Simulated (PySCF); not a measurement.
Atom-mapped SMILES (the numbers label the heavy atoms): `[CH:1]#[C:2][CH2:3][Si+:4]([CH3:5])[CH3:6]`. Each H is labelled by its parent atom.

Geometry: GFN2-xTB; GIAO absolute shieldings from PySCF 2.14.0 with density-fitted response routines, gas phase, non-relativistic, averaged over equivalent atoms.

At PBE0/pcSseg-1 (154 basis functions, 16 s wall time on 1 thread of an Arm Neoverse V2, shared host):
```
      atoms  σ (ppm)
         C1     96.7
         C2    118.2
         C3    158.7
      C5/C6    168.5
        Si4    -66.4
      H(C3)    28.01
      H(C1)    29.24
H(C5)/H(C6)    29.26
```

Q: What do these become at PBE0/IGLO-II?

A: 
| atoms | σ at PBE0/IGLO-II | change |
| --- | --- | --- |
| C1 | 101.4 | +4.7 |
| C2 | 120.7 | +2.5 |
| C3 | 162.0 | +3.3 |
| C5/C6 | 172.4 | +3.9 |
| Si4 | -41.0 | +25.4 |
| H(C3) | 28.49 | +0.48 |
| H(C1) | 29.87 | +0.63 |
| H(C5)/H(C6) | 29.81 | +0.55 |

The largest change is at Si4 (silicon bonded to 3 C). Cost: 199 basis functions, 24 s wall time on 1 thread of an Arm Neoverse V2, shared host. The order of the carbon signals is the same at both levels.
